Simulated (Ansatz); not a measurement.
## Molecular dynamics of H9ClO4

input.yaml

```yaml
accuracy: low
crystal:
  lattice:
    - [6.057775, 0.0, 0.0]
    - [0.0, 6.057775, 0.0]
    - [0.0, 0.0, 6.057775]
  atoms:
    - { symbol: O, position: [0.45361108, 0.15490703, 0.18296695] }
    - { symbol: H, position: [0.46718704, -0.0020901, 0.20197106] }
    - { symbol: H, position: [0.34170735, 0.20209043, 0.28887109] }
    - { symbol: O, position: [0.55460424, 0.4180994, 0.81344145] }
    - { symbol: H, position: [0.63520784, 0.32372452, 0.71396334] }
    - { symbol: H, position: [0.51457027, 0.32189514, 0.93650974] }
    - { symbol: O, position: [0.12791875, 0.3240747, 0.46314097] }
    - { symbol: H, position: [0.16972784, 0.4754026, 0.49172605] }
    - { symbol: H, position: [0.13108035, 0.25807758, 0.60808581] }
    - { symbol: O, position: [0.81197005, 0.98600425, 0.90318536] }
    - { symbol: H, position: [0.94827844, 0.90450889, 0.91190686] }
    - { symbol: H, position: [0.81010585, 1.07261671, 1.03698119] }
    - { symbol: Cl, position: [0.30965505, 0.82359037, 0.66306244] }
    - { symbol: H, position: [0.44330964, 0.66832327, 0.74572419] }
basis:
  ecutwfc: 500.0
kpoints:
  mp_grid: { grid: [1, 1, 1] }
hamiltonian:
  xc: r2scan
  dispersion: d3bj
scf:
  occupations: { method: fermi_dirac, width: 0.02 }
  lower_state_search: "off"
md:
  timestep: 0.5
  n_steps: 170
  ensemble: nvt_langevin
  temperature: 700.0
  initial_velocities: maxwell_boltzmann
  seed: 512479
  friction: 0.02
```

Run as:

```bash
$ ansatz run input.yaml --threads 1 --pin off --max-ram 3072MiB --backend cpu --events-out ev --progress --plain --runs-dir out
```

It starts from a partly relaxed structure (largest force component 0.20 eV/Å).

Output, in part (step lines):

```
md step     0: t =     0.00 fs  T =   650.0 K  F+E_penalty+E_count = -3503.60434950 eV  E_kin = 1.176266 eV  (9 SCF iters)
md step     1: t =     0.50 fs  T =   666.1 K  F+E_penalty+E_count = -3503.57743712 eV  E_kin = 1.205440 eV  (7 SCF iters)
md step     2: t =     1.00 fs  T =   666.6 K  F+E_penalty+E_count = -3503.50675358 eV  E_kin = 1.206306 eV  (7 SCF iters)
md step     3: t =     1.50 fs  T =   625.2 K  F+E_penalty+E_count = -3503.42144773 eV  E_kin = 1.131392 eV  (8 SCF iters)
md step     4: t =     2.00 fs  T =   563.5 K  F+E_penalty+E_count = -3503.36309897 eV  E_kin = 1.019675 eV  (8 SCF iters)
md step     5: t =     2.50 fs  T =   548.0 K  F+E_penalty+E_count = -3503.35994208 eV  E_kin = 0.991628 eV  (6 SCF iters)
md step     6: t =     3.00 fs  T =   593.4 K  F+E_penalty+E_count = -3503.39525866 eV  E_kin = 1.073800 eV  (5 SCF iters)
md step     7: t =     3.50 fs  T =   663.4 K  F+E_penalty+E_count = -3503.43563086 eV  E_kin = 1.200464 eV  (6 SCF iters)
[... lines left out ...]
md step   170: t =    85.00 fs  T =   737.3 K  F+E_penalty+E_count = -3503.30411302 eV  E_kin = 1.334165 eV  (8 SCF iters)
```

The steps, from the saved trajectory:

```json
{"time (fs)": "0.0", "T (K)": "650", "potential energy less start (eV)": "0.000"}
{"time (fs)": "2.5", "T (K)": "548", "potential energy less start (eV)": "0.244"}
{"time (fs)": "5.0", "T (K)": "643", "potential energy less start (eV)": "0.224"}
{"time (fs)": "7.5", "T (K)": "561", "potential energy less start (eV)": "0.298"}
{"time (fs)": "10.0", "T (K)": "512", "potential energy less start (eV)": "0.388"}
{"time (fs)": "12.5", "T (K)": "532", "potential energy less start (eV)": "0.340"}
{"time (fs)": "15.0", "T (K)": "468", "potential energy less start (eV)": "0.550"}
{"time (fs)": "17.5", "T (K)": "598", "potential energy less start (eV)": "0.494"}
{"time (fs)": "20.0", "T (K)": "650", "potential energy less start (eV)": "0.419"}
{"time (fs)": "22.5", "T (K)": "566", "potential energy less start (eV)": "0.595"}
{"time (fs)": "25.0", "T (K)": "573", "potential energy less start (eV)": "0.531"}
{"time (fs)": "27.5", "T (K)": "500", "potential energy less start (eV)": "0.708"}
{"time (fs)": "30.0", "T (K)": "633", "potential energy less start (eV)": "0.608"}
{"time (fs)": "32.5", "T (K)": "585", "potential energy less start (eV)": "0.746"}
{"time (fs)": "35.0", "T (K)": "672", "potential energy less start (eV)": "0.673"}
{"time (fs)": "37.5", "T (K)": "655", "potential energy less start (eV)": "0.817"}
{"time (fs)": "40.0", "T (K)": "713", "potential energy less start (eV)": "0.627"}
{"time (fs)": "42.5", "T (K)": "667", "potential energy less start (eV)": "0.732"}
{"time (fs)": "45.0", "T (K)": "734", "potential energy less start (eV)": "0.565"}
{"time (fs)": "47.5", "T (K)": "533", "potential energy less start (eV)": "0.724"}
{"time (fs)": "50.0", "T (K)": "637", "potential energy less start (eV)": "0.607"}
{"time (fs)": "52.5", "T (K)": "599", "potential energy less start (eV)": "0.660"}
{"time (fs)": "55.0", "T (K)": "747", "potential energy less start (eV)": "0.505"}
{"time (fs)": "57.5", "T (K)": "674", "potential energy less start (eV)": "0.580"}
{"time (fs)": "60.0", "T (K)": "733", "potential energy less start (eV)": "0.567"}
{"time (fs)": "62.5", "T (K)": "625", "potential energy less start (eV)": "0.614"}
{"time (fs)": "65.0", "T (K)": "508", "potential energy less start (eV)": "0.580"}
{"time (fs)": "67.5", "T (K)": "555", "potential energy less start (eV)": "0.316"}
{"time (fs)": "70.0", "T (K)": "618", "potential energy less start (eV)": "0.379"}
{"time (fs)": "72.5", "T (K)": "709", "potential energy less start (eV)": "0.417"}
{"time (fs)": "75.0", "T (K)": "641", "potential energy less start (eV)": "0.564"}
{"time (fs)": "77.5", "T (K)": "609", "potential energy less start (eV)": "0.467"}
{"time (fs)": "80.0", "T (K)": "574", "potential energy less start (eV)": "0.461"}
{"time (fs)": "82.5", "T (K)": "605", "potential energy less start (eV)": "0.586"}
{"time (fs)": "85.0", "T (K)": "737", "potential energy less start (eV)": "0.300"}
```

The run went to its last step. A run of 0.085 ps of so small a system gives no equilibrium averages. Limits of this set-up: coarse k mesh, low accuracy level.

Mean squared displacements from the first frame to the last, about the centre of mass: O 0.18 Å², H 0.57 Å², Cl 0.17 Å².

Last frame:

```xyz
14
Lattice="6.0578 0.0000 0.0000 0.0000 6.0578 0.0000 0.0000 0.0000 6.0578" Properties=species:S:1:pos:R:3
O 2.243 0.881 1.134
H 1.960 0.166 0.464
H 1.554 1.013 1.771
O 2.897 2.674 5.163
H 3.699 2.283 4.916
H 2.558 2.326 5.979
O 0.491 1.560 3.082
H 0.924 2.213 3.671
H 0.395 0.864 3.705
O 4.911 6.407 5.397
H 4.739 5.527 4.993
H 4.373 6.495 6.196
Cl 2.148 5.058 4.191
H 2.730 3.816 4.821
```

The run took 13 min on 1 thread of Intel(R) Xeon(R) Platinum 8488C (Sapphire Rapids), on a shared host, peak memory 0.57 GiB.
